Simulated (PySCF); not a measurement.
# Computed records: CH3ClOSi, BH5NOSi, AlBFH2O, BClFH2O and others

All values are calculated (PySCF 2.14.0). Calculation on a computer-drawn molecule: the log of a Hartree-Fock and frozen-core CCSD(T) single point meant for a local Hartree-Fock minimum, with one planted fault or none, to be diagnosed. Offsets are logged minus clean, where the clean run is the same molecule without the fault. The reference is restricted for singlets and unrestricted otherwise, and also for a bond in bohr or an excited solution. Adding or removing an electron swaps singlet and doublet. The excited solution moves the top pair (singlet) or top alpha electron (doublet) to the lowest empty orbital. Highest occupied and lowest empty are orbital energies over both spins, largest force is the largest gradient component, triples share is (T) over the correlation energy, the T1 limit is 0.02 restricted and 0.045 unrestricted, electrons count all cores, a negative frequency is imaginary (commonest isotopes), and the dipole is about the centre of nuclear charge.

Common to all runs: meant multiplicity 1; logged SCF converged yes; logged CC converged yes; logged SCF stable within its kind yes; possible faults no fault, one electron removed, one electron added, multiplicity raised by two, geometry at a saddle point, SCF held on an excited solution, minimal basis STO-3G, one bond length entered in bohr, all coordinates scaled.

(1) 
```xyz
7
formula=CH3ClOSi meant_charge=0 meant_basis=cc-pV(D+d)Z logged_electrons=49 logged_basis_functions=89 logged_spin_squared=0.7768 logged_highest_occupied=-0.87788 logged_lowest_empty=8.343 logged_largest_force=0.045443 logged_T1_diagnostic=0.012451 logged_D1_diagnostic=0.0469 logged_triples_share=0.024523 logged_dipole_magnitude=4.7218 logged_energy_HF=-862.92019 logged_energy_CCSD(T)=-863.52275 planted_fault=one_electron_added HF_energy_offset_from_clean_run=-1.995 CCSD(T)_energy_offset_from_clean_run=-3.201
O     -1.6397    -0.9525     1.0496
C     -0.7973    -0.7530    -0.0615
Si     0.4875     0.5654     0.4483
Cl     1.5390     0.6059    -1.3877
H     -2.2957    -1.6019     0.8448
H     -0.2787    -1.6748    -0.3608
H     -1.3504    -0.4042    -0.9451
```

Units: logged_highest_occupied, logged_lowest_empty in eV; logged_largest_force in hartree/bohr; logged_dipole_magnitude in debye; logged_energy_HF, logged_energy_CCSD(T) in hartree; HF_energy_offset_from_clean_run, CCSD(T)_energy_offset_from_clean_run in kcal/mol.

Drawn bonds:
```tsv
atom	other atom	order
1	2	1
2	3	1
3	4	1
1	5	1
2	6	1
2	7	1
```

(2) 
```xyz
9
formula=BH5NOSi meant_charge=1 meant_basis=cc-pV(D+d)Z logged_electrons=38 logged_basis_functions=29 logged_spin_squared=0 logged_highest_occupied=-15.84 logged_lowest_empty=1.4324 logged_largest_force=0.031951 logged_T1_diagnostic=0.019497 logged_D1_diagnostic=0.064242 logged_triples_share=0.035966 logged_dipole_magnitude=3.2391 logged_energy_HF=-440.39489 logged_energy_CCSD(T)=-440.62533 planted_fault=minimal_basis_STO-3G HF_energy_offset_from_clean_run=3332 CCSD(T)_energy_offset_from_clean_run=3542
O      1.1194     3.4720    -1.6334
B      0.8054     2.4254    -0.9974
N      0.4323     1.3106    -0.3955
Si    -1.2603     0.8628     0.1870
H      1.4396     4.2813    -1.2416
H      1.1566     0.6174    -0.2573
H     -1.1297     0.6359     1.6282
H     -2.0425     2.0567    -0.1569
H     -1.6347    -0.3340    -0.5692
```

Units: logged_highest_occupied, logged_lowest_empty in eV; logged_largest_force in hartree/bohr; logged_dipole_magnitude in debye; logged_energy_HF, logged_energy_CCSD(T) in hartree; HF_energy_offset_from_clean_run, CCSD(T)_energy_offset_from_clean_run in kcal/mol.

Drawn bonds:
```tsv
atom	other atom	order
1	2	1
2	3	1
3	4	1
1	5	1
3	6	1
4	7	1
4	8	1
4	9	1
```

(3) 
```xyz
9
formula=BH5NOSi meant_charge=1 meant_basis=cc-pV(D+d)Z logged_electrons=37 logged_basis_functions=90 logged_spin_squared=0.7658 logged_highest_occupied=-23.483 logged_lowest_empty=-14.503 logged_largest_force=0.13865 logged_T1_diagnostic=0.072387 logged_D1_diagnostic=0.45558 logged_triples_share=0.030052 logged_dipole_magnitude=3.9098 logged_energy_HF=-445.11405 logged_energy_CCSD(T)=-445.65948 planted_fault=one_electron_removed HF_energy_offset_from_clean_run=370.8 CCSD(T)_energy_offset_from_clean_run=382.7
O      1.1194     3.4720    -1.6334
B      0.8054     2.4254    -0.9974
N      0.4323     1.3106    -0.3955
Si    -1.2603     0.8628     0.1870
H      1.4396     4.2813    -1.2416
H      1.1566     0.6174    -0.2573
H     -1.1297     0.6359     1.6282
H     -2.0425     2.0567    -0.1569
H     -1.6347    -0.3340    -0.5692
```

Units: logged_highest_occupied, logged_lowest_empty in eV; logged_largest_force in hartree/bohr; logged_dipole_magnitude in debye; logged_energy_HF, logged_energy_CCSD(T) in hartree; HF_energy_offset_from_clean_run, CCSD(T)_energy_offset_from_clean_run in kcal/mol.

Drawn bonds:
```tsv
atom	other atom	order
1	2	1
2	3	1
3	4	1
1	5	1
3	6	1
4	7	1
4	8	1
4	9	1
```

Notes: T1 above single-reference limit.

(4) 
```xyz
6
formula=AlBFH2O meant_charge=1 meant_basis=cc-pV(D+d)Z logged_electrons=36 logged_basis_functions=26 logged_spin_squared=0 logged_highest_occupied=-15.265 logged_lowest_empty=0.77408 logged_largest_force=0.028775 logged_T1_diagnostic=0.023555 logged_D1_diagnostic=0.066673 logged_triples_share=0.067513 logged_dipole_magnitude=4.9216 logged_energy_HF=-436.32734 logged_energy_CCSD(T)=-436.49648 planted_fault=minimal_basis_STO-3G HF_energy_offset_from_clean_run=3510 CCSD(T)_energy_offset_from_clean_run=3732
O      1.5128     2.3786    -0.6568
B      1.0757     1.4305     0.0022
Al     0.2436    -0.2330     1.2163
F      1.1564    -1.5115     0.7818
H      2.1560     2.6571    -1.3039
H     -0.9325    -0.0013     2.1851
```

Units: logged_highest_occupied, logged_lowest_empty in eV; logged_largest_force in hartree/bohr; logged_dipole_magnitude in debye; logged_energy_HF, logged_energy_CCSD(T) in hartree; HF_energy_offset_from_clean_run, CCSD(T)_energy_offset_from_clean_run in kcal/mol.

Drawn bonds:
```tsv
atom	other atom	order
1	2	1
2	3	1
3	4	1
1	5	1
3	6	1
```

Notes: T1 above single-reference limit.

(5) 
```xyz
6
formula=BClFH2O meant_charge=-1 meant_basis=aug-cc-pV(D+d)Z logged_electrons=42 logged_basis_functions=119 logged_spin_squared=0 logged_highest_occupied=-5.758 logged_lowest_empty=4.0699 logged_largest_force=0.072335 logged_T1_diagnostic=0.015449 logged_D1_diagnostic=0.051045 logged_triples_share=0.029634 logged_dipole_magnitude=2.7418 logged_energy_HF=-659.82226 logged_energy_CCSD(T)=-660.54617 planted_fault=all_coordinates_scaled,by_+9.8_% HF_energy_offset_from_clean_run=26.04 CCSD(T)_energy_offset_from_clean_run=16.82
O     -2.8770     1.4580    -1.9665
B     -1.3971     1.6745    -2.3378
F     -1.2466     2.5826    -3.5376
Cl    -0.4616     2.9259    -0.4550
H     -2.9486     1.0395    -1.0249
H     -0.5568     0.6468    -2.3070
```

Units: logged_highest_occupied, logged_lowest_empty in eV; logged_largest_force in hartree/bohr; logged_dipole_magnitude in debye; logged_energy_HF, logged_energy_CCSD(T) in hartree; HF_energy_offset_from_clean_run, CCSD(T)_energy_offset_from_clean_run in kcal/mol.

Drawn bonds:
```tsv
atom	other atom	order
1	2	1
2	3	1
2	4	1
1	5	1
2	6	1
```

(6) 
```xyz
6
formula=BClH3O meant_charge=-1 meant_basis=aug-cc-pV(D+d)Z logged_electrons=34 logged_basis_functions=105 logged_spin_squared=0.3266 logged_highest_occupied=-3.207 logged_lowest_empty=4.1047 logged_largest_force=0.033267 logged_T1_diagnostic=0.049645 logged_D1_diagnostic=0.23013 logged_triples_share=0.033768 logged_dipole_magnitude=3.5399 logged_energy_HF=-560.81029 logged_energy_CCSD(T)=-561.33683 planted_fault=one_bond_length_entered_in_bohr,row_5_of_the_drawn_bonds HF_energy_offset_from_clean_run=65.69 CCSD(T)_energy_offset_from_clean_run=59.62
O     -2.1180    -0.8579     2.7809
B     -2.3690    -0.1262     1.5893
Cl    -0.4470    -0.0230     0.4864
H     -1.5443    -0.3715     3.3459
H     -3.0726    -0.7195     0.8030
H     -2.7364     2.1334     1.8267
```

Units: logged_highest_occupied, logged_lowest_empty in eV; logged_largest_force in hartree/bohr; logged_dipole_magnitude in debye; logged_energy_HF, logged_energy_CCSD(T) in hartree; HF_energy_offset_from_clean_run, CCSD(T)_energy_offset_from_clean_run in kcal/mol.

Drawn bonds:
```tsv
atom	other atom	order
1	2	1
2	3	1
1	4	1
2	5	1
2	6	1
```

Notes: T1 above single-reference limit.

(7) 
```xyz
6
formula=AlBFH2O meant_charge=1 meant_basis=cc-pV(D+d)Z logged_electrons=36 logged_basis_functions=75 logged_spin_squared=0 logged_highest_occupied=-17.003 logged_lowest_empty=-4.7158 logged_largest_force=0.0090398 logged_T1_diagnostic=0.018874 logged_D1_diagnostic=0.055504 logged_triples_share=0.023202 logged_dipole_magnitude=4.1934 logged_energy_HF=-441.91821 logged_energy_CCSD(T)=-442.44948 planted_fault=all_coordinates_scaled,by_+1.0_% HF_energy_offset_from_clean_run=0.3783 CCSD(T)_energy_offset_from_clean_run=-0.5371
O      1.4100    -1.3606    -3.1370
B      1.8671    -1.6667    -1.9368
Al     3.0156     0.0719    -1.0612
F      3.8428     1.3284    -0.4312
H      0.9021    -2.0314    -3.6076
H      1.7727    -2.6636    -1.2796
```

Units: logged_highest_occupied, logged_lowest_empty in eV; logged_largest_force in hartree/bohr; logged_dipole_magnitude in debye; logged_energy_HF, logged_energy_CCSD(T) in hartree; HF_energy_offset_from_clean_run, CCSD(T)_energy_offset_from_clean_run in kcal/mol.

Drawn bonds:
```tsv
atom	other atom	order
1	2	1
2	3	1
3	4	1
1	5	1
2	6	1
```

(8) 
```xyz
7
formula=AlBClH3O meant_charge=0 meant_basis=cc-pV(D+d)Z logged_electrons=46 logged_basis_functions=89 logged_spin_squared=0.8754 logged_highest_occupied=-7.4731 logged_lowest_empty=-0.63944 logged_largest_force=0.0096952 logged_T1_diagnostic=0.063484 logged_D1_diagnostic=0.39648 logged_triples_share=0.024651 logged_dipole_magnitude=3.339 logged_energy_HF=-802.68111 logged_energy_CCSD(T)=-803.18511 planted_fault=one_bond_length_entered_in_bohr,row_3_of_the_drawn_bonds HF_energy_offset_from_clean_run=88.88 CCSD(T)_energy_offset_from_clean_run=97.91
O     -2.3059    -2.4196    -2.8647
B     -1.8971    -2.2168    -1.5904
Al    -0.1681    -0.9638    -1.2829
Cl     3.3040    -2.7492    -0.2697
H     -3.0592    -2.9877    -2.9447
H     -2.5130    -2.7504    -0.6952
H     -0.0856     0.6068    -1.3930
```

Units: logged_highest_occupied, logged_lowest_empty in eV; logged_largest_force in hartree/bohr; logged_dipole_magnitude in debye; logged_energy_HF, logged_energy_CCSD(T) in hartree; HF_energy_offset_from_clean_run, CCSD(T)_energy_offset_from_clean_run in kcal/mol.

Drawn bonds:
```tsv
atom	other atom	order
1	2	1
2	3	1
3	4	1
1	5	1
2	6	1
3	7	1
```

Notes: T1 above single-reference limit.
